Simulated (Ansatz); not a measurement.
Born–Oppenheimer molecular dynamics of Cl$_{2}$H$_{2}$OSn (6 atoms, charge 0, multiplicity 1). It starts from a relaxed structure.

Level of theory: Ansatz, RKS B3LYP/def2-SVP.

* ensemble: NVT, Langevin thermostat
* time step: 0.5 fs
* steps asked: 250
* set temperature: 500 K
* friction: 0.02 /fs
* seed: 360102

First frame:

```xyz
6
Properties=species:S:1:pos:R:3
Sn 0.005 0.005 0.244
H 0.305 0.232 1.905
Cl 1.996 -0.123 -1.012
Cl -1.264 1.763 -0.681
O -0.995 -1.686 0.035
H -1.209 -1.888 -0.889
```

Q: How far do the bonds stretch over the last three quarters of this one trajectory? (Pairs bonded in most of those frames.)

A: 
| bond | mean (Å) | spread (Å) | shortest | longest |
| --- | --- | --- | --- | --- |
| Sn1–H2 | 1.732 | 0.075 | 1.60 | 1.87 |
| Sn1–Cl3 | 2.355 | 0.031 | 2.27 | 2.39 |
| Sn1–Cl4 | 2.390 | 0.037 | 2.30 | 2.43 |
| Sn1–O5 | 1.983 | 0.034 | 1.92 | 2.05 |
| O5–H6 | 0.975 | 0.031 | 0.91 | 1.04 |

Mean temperature of the second half: 477 K. A run of 0.12 ps of so small a system gives no equilibrium averages.

Run time: 9.2 min on 2 threads of Arm Neoverse V1, with other jobs on the host, peak memory 0.19 GiB.
